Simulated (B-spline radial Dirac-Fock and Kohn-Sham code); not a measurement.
# X-ray lines that fill the 3d3/2 vacancy in Ce⁴⁺

System: the Ce⁴⁺ ion, configuration [Kr] 4d10 5s2 5p6, inside a Watson sphere of charge -4 and radius 2.4 Å (a model of the Madelung potential; inside it an electron's potential energy is raised by 24.0 eV).

Level of theory: independent-particle radiative and Coulomb Auger rates from relativistic LDA hole-state orbitals, with Dirac-Fock energies; an atomic code on a B-spline grid.

| line | multipole | energy (eV) | width (meV) | share (%) |
| --- | --- | --- | --- | --- |
| M4-N1 | E2 | 604.6 | 0.000118 | 0.0228 |
| M4-N2 | E1 | 668.0 | 0.379 | 73.2 |
| M4-N3 | E1 | 687.2 | 0.0573 | 11.1 |
| M4-N4 | E2 | 793.7 | 0.000462 | 0.0891 |
| M4-N5 | E2 | 797.0 | 0.000192 | 0.0370 |
| M4-O2 | E1 | 894.0 | 0.0703 | 13.6 |
| M4-O3 | E1 | 897.3 | 0.0107 | 2.06 |

The listed lines hold 100.0 % of the radiative rate. The radiative width is 0.000518 eV in the length form and 0.000549 eV in the velocity form; the two differ because the transition energies are not eigenvalue differences of the potential that gave the orbitals.

Values without a named source are computed, but for edge energies of neutral atoms, which are taken from tables.
